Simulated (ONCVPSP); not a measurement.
## Al, ONCV: configuration errors across variants

ONCVPSP 4.0.1 input, shortened (lines: element, Z, core and valence counts, functional; n l f; lmax; l rc ep ncon nbas qcut; lloc lpopt rc5 dvloc0; l nproj debl; icmod fcfact rcfact), PW91, scalar-relativistic:

```
  Al 13.00    3    2  -109134      upf
    1    0    2.00
    2    0    2.00
    2    1    6.00
    3    0    2.00
    3    1    1.00
    1
    0    2.25    0.00    4    8    3.60
    1    2.90    0.00    3    8    2.70
    4    5    2.20    0.00
    0    2    2.00
    1    2    1.10
    2    0.15    0.95
```

All-electron excitation energies from the reference (eV): (1) 3s2 3p0 5.803; (2) 3s1 3p0 25.081; (3) 3s2 3p0.5 2.103; (4) 3s0 3p3 10.469.

2 further variants failed, have other tests or another functional or relativity, and are left out.

Errors AE − PS in meV (a dash: test not solved or not reliable):

| change | (1) | (2) | (3) | (4) | bound ghosts | GHOST(+) flags above zero |
| --- | --- | --- | --- | --- | --- | --- |
| base | -0.8 | +11 | -0.2 | -0.2 | none | s |
| p: debl 3.2 | -0.8 | +11 | -0.2 | -0.6 | none | s |
| p: qcut 1.7 | +3.7 | +31 | +0.1 | -24 | none | s |
| s: rc 1.56; local potential polynomial inside 1.56 bohr (lpopt 5, dvloc0 0 Ha) | -0.8 | +14 | -0.2 | +9.7 | none | s |
| p: ncon 4, nbas 9 | -0.7 | +11 | -0.2 | -0.8 | none | s |

**Question.** Give the same row for: core correction polynomial model core, fcfact 0.35.

**Answer.** -0.9, +0.5, -0.2, -3.1; bound ghosts: none; GHOST(+) flags above zero: s.
